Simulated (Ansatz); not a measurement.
Job for Ansatz (a quantum-chemistry and plane-wave program): U-RI-MP2/cc-pV(Q+d)Z on CH3 (SMILES [CH3]). The basis file is the Basis Set Exchange's JSON of that set.

Ansatz 0.2 input:
```yaml
crystal:
  periodic: [false, false, false]
  atoms:
    - {symbol: C, position_ang: [-0.00000164, -0.00002686, 0.00013410]}
    - {symbol: H, position_ang: [1.06844615, -0.14744695, 0.02926680]}
    - {symbol: H, position_ang: [-0.66112860, -0.85164254, -0.04259704]}
    - {symbol: H, position_ang: [-0.40731591, 0.99901636, 0.01319614]}
basis:
  gaussian:
    orbitals: cc-pV_Q+d_Z.json
    fitting: {mean_field: def2-universal-JKFIT, correlation: cc-pVQZ-RIFIT.json}
magnetization: {spin_polarized: true, initial_magnetization: 1}
correlation: {method: mp2, electrons: outside_noble_gas}
scf: {omitted_lower_state_checks: [cluster_reference]}
```

Problem. What total energy does the run end on?

Solution. -39.7486 hartree.
